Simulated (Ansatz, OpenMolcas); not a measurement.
**C2H5AlBN (SMILES B[C]1=C[NH][AlH]1): the HOMO–LUMO gap, rung by rung**

C2H5AlBN has 10 atoms, charge 0, and is taken as a singlet. As SMILES, `B[C]1=C[NH][AlH]1`. Geometry: relaxed at PBE0-D4/def2-TZVP.

Quantity: the HOMO–LUMO gap, in eV. The values are calculated.

```csv
level,kind,program,value (eV)
SVWN5/6-31G* (spherical functions),LDA,Ansatz,2.75
BLYP/6-31G* (spherical functions),GGA,Ansatz,2.71
r2SCAN/6-31G* (spherical functions),meta-GGA,OpenMolcas,3.26
B3LYP/6-31G* (spherical functions),global hybrid,OpenMolcas,4.19
PBE0/6-31G* (spherical functions),global hybrid,Ansatz,4.65
CAM-B3LYP/6-31G* (spherical functions),range-separated hybrid,Ansatz,6.80
B2PLYP/6-31G* (spherical functions),double hybrid,Ansatz,6.54
PBE-QIDH/6-31G* (spherical functions),double hybrid,Ansatz,7.86
```

The values span 2.71 to 7.86 eV. Orbital gaps aren't excitation energies, and those of double hybrids come from the SCF part alone; they tend to grow with the share of exact exchange.
